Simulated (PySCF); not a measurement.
Geometry:
| atom | x (Å) | y (Å) | z (Å) |
| --- | --- | --- | --- |
| B1 | -0.991 | 2.079 | 0.534 |
| C2 | -0.520 | 0.705 | -0.042 |
| C3 | -1.591 | -0.390 | -0.041 |
| C4 | -1.159 | -1.603 | -0.849 |
| C5 | 0.229 | -2.028 | -0.485 |
| C6 | 1.090 | -1.236 | 0.160 |
| C7 | 0.810 | 0.198 | 0.525 |
| C8 | 1.990 | 1.072 | 0.142 |
| F9 | 0.701 | 0.255 | 1.926 |
| H10 | -0.227 | 2.873 | 1.027 |
| H11 | -2.151 | 2.404 | 0.402 |
| H12 | -0.341 | 0.998 | -1.105 |
| H13 | -2.545 | 0.011 | -0.414 |
| H14 | -1.762 | -0.701 | 1.004 |
| H15 | -1.205 | -1.383 | -1.934 |
| H16 | -1.855 | -2.445 | -0.693 |
| H17 | 0.539 | -3.043 | -0.754 |
| H18 | 2.081 | -1.611 | 0.437 |
| H19 | 2.176 | 1.019 | -0.941 |
| H20 | 2.892 | 0.724 | 0.665 |
| H21 | 1.809 | 2.119 | 0.422 |

[PySCF: NMR shieldings at PBE0/pcSseg-1/GIAO; PBE0-D3(BJ)/def2-SVP structure; non-relativistic Hamiltonian; a single conformation; no solvent model; rapidly exchanging positions averaged]

References, each an isolated molecule treated in the same way: ¹³C (σ = 184.41 ppm), ¹H (σ = 31.27 ppm) vs TMS; ¹¹B (σ = 100.73 ppm) against BF3·OEt2; ¹⁹F (σ = 177.25 ppm) vs CFCl3.

```csv
atoms,nucleus,count,δ (ppm)
H18,¹H,1,?
H16,¹H,1,2.12
C8,¹³C,1,?
H10/H11,¹H,2,7.88
H12,¹H,1,0.54
C3,¹³C,1,25.2
C5,¹³C,1,140.7
H19/H20/H21,¹H,3,?
C2,¹³C,1,52.9
F9,¹⁹F,1,-156.5
B1,¹¹B,1,?
H14,¹H,1,1.94
H15,¹H,1,2.04
C4,¹³C,1,29.6
H17,¹H,1,6.16
C6,¹³C,1,139.9
H13,¹H,1,?
C7,¹³C,1,?
```

Task: Complete the table.

Result: 
- C7: 89.1 ppm, allylic fully substituted sp3 carbon bonded to F; deshielded by the electronegative neighbour
- C8: 28.1 ppm, methyl carbon; aliphatic region, no heteroatom directly attached
- H18: 5.94 ppm, hydrogen on an alkene CH; a vinylic proton, deshielded by the sp2 carbon and the C=C anisotropy
- H13: 2.00 ppm, hydrogen on an sp3 CH2 in a ring
- H19/H20/H21: 1.62 ppm, hydrogen on a methyl carbon
- B1: 89.8 ppm, boron bonded to C, 2 H

Hydrogens on boron are broadened and split by ¹¹B (spin 3/2, 80 %) and 10B (spin 3). A carbon bonded to boron is broadened by the quadrupolar boron nucleus and is often missing from a measured spectrum. Shifts are as computed. Against solution values, carbons near 30 ppm lie about +2 ppm off and those near 130 ppm about +5 ppm. Of 1309 compounds with measured shifts, 239 miss one by over three times the rms of a fit or turn the order of signals round; such compounds aren't used in these exercises. Unscaled 19F shifts against computed CFCl3 carry errors that often reach 10 to 50 ppm.
